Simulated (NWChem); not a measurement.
System: C2H5BO2; SMILES CB(C=O)O

Input file for NWChem:

```
start job
memory heap 200 mb stack 700 mb global 900 mb
geometry units angstroms noautoz
  C     -0.688024    -1.871388     0.001908
  B      0.056606    -0.493490     0.001181
  O      1.401853    -0.387649     0.000399
  C     -0.676344     0.957765     0.001092
  O      0.031506     1.958828    -0.001513
  H     -1.344716    -1.961065    -0.875695
  H     -1.350561    -1.957192     0.875484
  H     -0.002496    -2.724292     0.006007
  H      1.622871     0.568440    -0.000532
  H     -1.782647     1.086917     0.003466
end
basis spherical
  * library 6-31g*
end
dft
  xc xwpbe 1.00 cpbe96 1.0 hfexch 1.00
  cam 0.05 cam_alpha 0.0 cam_beta 1.0
  iterations 150
  vectors input atomic output neutral.movecs
end
task dft energy
charge 1
dft
  odft
  mult 2
  vectors input atomic output cation.movecs
end
task dft energy
```

Output (shortened):

```
             Northwest Computational Chemistry Package (NWChem) 7.3.0
             --------------------------------------------------------

 C1  symmetry detected

                             Geometry "geometry" -> ""
                             -------------------------

 Output coordinates in angstroms (scale by  1.889725989 to convert to a.u.)

  No.       Tag          Charge          X              Y              Z
 ---- ---------------- ---------- -------------- -------------- --------------
    1 C                    6.0000    -0.62317356    -1.89129410    -0.00042645
    2 B                    5.0000     0.05948703    -0.48166601     0.00023282
    3 O                    8.0000     1.39870162    -0.31614653     0.00025782
    4 C                    6.0000    -0.73723274     0.93558277     0.00077873
    5 O                    8.0000    -0.07456824     1.96711514    -0.00072837
    6 H                    1.0000    -1.27478238    -2.00942015    -0.87845011
    7 H                    1.0000    -1.28168975    -2.00709895     0.87272777
    8 H                    1.0000     0.09957819    -2.71289355     0.00343797
    9 H                    1.0000     1.57701295     0.64882034     0.00012792
   10 H                    1.0000    -1.84818337     1.01544151     0.00264304

 Effective nuclear repulsion energy (a.u.)     153.1843369533

  pbe96 is a nonlocal functional; adding pw91lda local functional.

                                 NWChem DFT Module
                                 -----------------

 Summary of "ao basis" -> "ao basis" (spherical)
 ------------------------------------------------------------------------------
       Tag                 Description            Shells   Functions and Types
 ---------------- ------------------------------  ------  ---------------------
 C                           6-31g*                  6       14   3s2p1d
 B                           6-31g*                  6       14   3s2p1d
 O                           6-31g*                  6       14   3s2p1d
 H                           6-31g*                  2        2   2s

            General Information
            -------------------
          SCF calculation type: DFT
          Wavefunction type:  closed shell.
          No. of atoms     :    10
          No. of electrons :    38
           Alpha electrons :    19
            Beta electrons :    19
          Charge           :     0
          Spin multiplicity:     1
          Use of symmetry is: off; symmetry adaption is: off
          Maximum number of iterations: 150
          AO basis - number of functions:    80
                     number of shells:    40
          Convergence on energy requested:  1.00D-06
          Convergence on density requested:  1.00D-05
          Convergence on gradient requested:  5.00D-04

              XC Information
              --------------
                     Hartree-Fock (Exact) Exchange  1.000
                     LC-wPBE(h)Exchange Functional  1.000
            Perdew 1991 LDA Correlation Functional  1.000 local
           PerdewBurkeErnz. Correlation Functional  1.000 non-local

           Range-Separation Parameters
           ---------------------------
           Alpha           :  0.00
           Beta            :  1.00
           Gamma           :  0.05
           Short-Range HF  :     F

             Grid Information
             ----------------
          Grid used for XC integration:  medium
          Radial quadrature: Mura-Knowles
          Angular quadrature: Lebedev.
          Tag              B.-S. Rad. Rad. Pts. Rad. Cut. Ang. Pts.
          ---              ---------- --------- --------- ---------
          C                   0.70       49          10.0       434
          B                   0.85       49           8.0       434
          O                   0.60       49          11.0       434
          H                   0.35       45          10.0       434
          Grid pruning is: on
          Number of quadrature shells:   470
          Spatial weights used:  Erf1

      Superposition of Atomic Density Guess
      -------------------------------------

 Sum of atomic energies:        -251.84646395

      Non-variational initial energy
      ------------------------------

 Total energy =    -254.119973
 1-e energy   =    -645.899328
 2-e energy   =     238.595019
 HOMO         =      -0.272306
 LUMO         =      -0.075344

   convergence    iter        energy       DeltaE   RMS-Dens  Diis-err
 ---------------- ----- ----------------- --------- --------- ---------
 d= 0,ls=0.0,diis     1   -254.0933050225 -4.07D+02  2.41D-02  1.25D+00
 d= 0,ls=0.0,diis     2   -253.5522536854  5.41D-01  1.69D-02  6.75D+00
 d= 0,ls=0.0,diis     3   -254.2389631276 -6.87D-01  3.06D-03  5.61D-02
 d= 0,ls=0.0,diis     4   -254.2385950893  3.68D-04  1.81D-03  6.01D-02
 d= 0,ls=0.0,diis     5   -254.2443029368 -5.71D-03  3.63D-04  2.78D-03
  Resetting Diis
 d= 0,ls=0.0,diis     6   -254.2445620803 -2.59D-04  9.60D-05  1.30D-04
 d= 0,ls=0.0,diis     7   -254.2445786805 -1.66D-05  3.27D-05  3.29D-06
 d= 0,ls=0.0,diis     8   -254.2445780486  6.32D-07  2.07D-05  9.37D-06
 d= 0,ls=0.0,diis     9   -254.2445790118 -9.63D-07  5.71D-06  6.51D-07

         Total DFT energy =     -254.244579011792
      One electron energy =     -649.711510321268
           Coulomb energy =      275.938880347222
    Exchange-Corr. energy =      -33.656285991041
 Nuclear repulsion energy =      153.184336953295

 Numeric. integr. density =       37.999986588810

                       DFT Final Molecular Orbital Analysis
                       ------------------------------------

 Vector   17  Occ=2.000000D+00  E=-3.333165D-01
              MO Center=  9.3D-01, -3.2D-01, -2.5D-04, r^2= 2.0D+00
   Bfn.  Coefficient  Atom+Function         Bfn.  Coefficient  Atom+Function
  ----- ------------  ---------------      ----- ------------  ---------------
    33      0.560116   3 O  pz               37      0.390956   3 O  pz
    61     -0.173302   5 O  pz               19      0.149474   2 B  pz
     5     -0.137612   1 C  pz               65     -0.104678   5 O  pz
    23      0.101766   2 B  pz               72      0.088749   6 H  s
    74     -0.088343   7 H  s                71      0.084313   6 H  s

 Vector   18  Occ=2.000000D+00  E=-3.220976D-01
              MO Center=  2.3D-01, -4.3D-01, -4.3D-05, r^2= 3.3D+00
   Bfn.  Coefficient  Atom+Function         Bfn.  Coefficient  Atom+Function
  ----- ------------  ---------------      ----- ------------  ---------------
    32      0.302973   3 O  py                4      0.277374   1 C  py
    59     -0.267947   5 O  px               36      0.198483   3 O  py
    18     -0.194699   2 B  py               46      0.192253   4 C  py
    31     -0.183986   3 O  px               48     -0.163080   4 C  s
    63     -0.157103   5 O  px                8      0.146914   1 C  py

 Vector   19  Occ=2.000000D+00  E=-2.311595D-01
              MO Center= -3.3D-01,  1.2D+00,  8.0D-05, r^2= 2.3D+00
   Bfn.  Coefficient  Atom+Function         Bfn.  Coefficient  Atom+Function
  ----- ------------  ---------------      ----- ------------  ---------------
    59      0.417053   5 O  px               60     -0.324273   5 O  py
    63      0.304515   5 O  px               80      0.281562  10 H  s
    64     -0.242827   5 O  py               18     -0.227266   2 B  py
    20     -0.216576   2 B  s                79      0.180781  10 H  s
    46      0.165993   4 C  py               45     -0.148902   4 C  px

 Vector   20  Occ=0.000000D+00  E=-8.076711D-02
              MO Center= -2.9D-01,  7.9D-01,  2.2D-04, r^2= 2.2D+00
   Bfn.  Coefficient  Atom+Function         Bfn.  Coefficient  Atom+Function
  ----- ------------  ---------------      ----- ------------  ---------------
    47      0.407428   4 C  pz               61     -0.406260   5 O  pz
    51      0.386528   4 C  pz               65     -0.375137   5 O  pz
    19      0.258281   2 B  pz               23      0.223993   2 B  pz
    33     -0.198934   3 O  pz               37     -0.194642   3 O  pz
    71      0.053985   6 H  s                72      0.053726   6 H  s

 Vector   21  Occ=0.000000D+00  E= 5.457342D-02
              MO Center= -2.0D-01, -2.9D-01, -2.4D-04, r^2= 3.0D+00
   Bfn.  Coefficient  Atom+Function         Bfn.  Coefficient  Atom+Function
  ----- ------------  ---------------      ----- ------------  ---------------
    23      0.554631   2 B  pz               19      0.481414   2 B  pz
    51     -0.430722   4 C  pz               72      0.432674   6 H  s
    74     -0.431075   7 H  s                47     -0.352344   4 C  pz
    37     -0.263579   3 O  pz               33     -0.246540   3 O  pz
     9      0.231870   1 C  pz               65      0.215655   5 O  pz

 Vector   22  Occ=0.000000D+00  E= 9.673828D-02
              MO Center=  9.0D-01,  1.2D-01, -3.3D-04, r^2= 4.4D+00
   Bfn.  Coefficient  Atom+Function         Bfn.  Coefficient  Atom+Function
  ----- ------------  ---------------      ----- ------------  ---------------
    78     -1.132769   9 H  s                 6      1.099636   1 C  s
    34      0.930576   3 O  s                20     -0.792670   2 B  s
    72     -0.515306   6 H  s                74     -0.516176   7 H  s
    62      0.385485   5 O  s                36      0.352698   3 O  py
    50     -0.312885   4 C  py               32      0.240821   3 O  py

     Multipole analysis of the density
     ---------------------------------

     L   x y z        total         alpha         beta         nuclear
     -   - - -        -----         -----         ----         -------
     0   0 0 0     -0.000000    -19.000000    -19.000000     38.000000

     1   1 0 0     -0.437774     -0.218887     -0.218887      0.000000
     1   0 1 0     -0.325161     -0.162581     -0.162581      0.000000
     1   0 0 1      0.000429      0.000214      0.000214      0.000000

[...]
```

Level: LC-wPBE (HJS exchange hole, range parameter 0.05 per bohr)/6-31G* (spherical d), vertical spin-unrestricted ions. Coordinates come from a B3LYP/6-31G* (spherical d) optimisation.
